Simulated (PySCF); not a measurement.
Vertical excitations of a molecule C3H8OSi from TDDFT-PBE/def2-SVPD in PySCF, as energy in eV (oscillator strength): 6.09 (0.011), 6.57 (0.006), 6.63 (0.006), 6.84 (0.013), 6.92 (0.003), 6.97 (0.005), 7.16 (0.008), 7.40 (0.003), 7.43 (0.008), 7.44 (0.021). Lowest triplet (TDA): 5.91 eV. Geometry: r2SCAN-D4/def2-SVP. The values are those of a single conformer.

**Question.** Pick the molecule that these values belong to.
A. C=C(C)[SiH2]O
B. C1C[SiH2]CO1
C. C=CC[SiH2]O
D. O[C@H]1C[C@H]1[SiH3]

**Answer.** D, O[C@H]1C[C@H]1[SiH3]
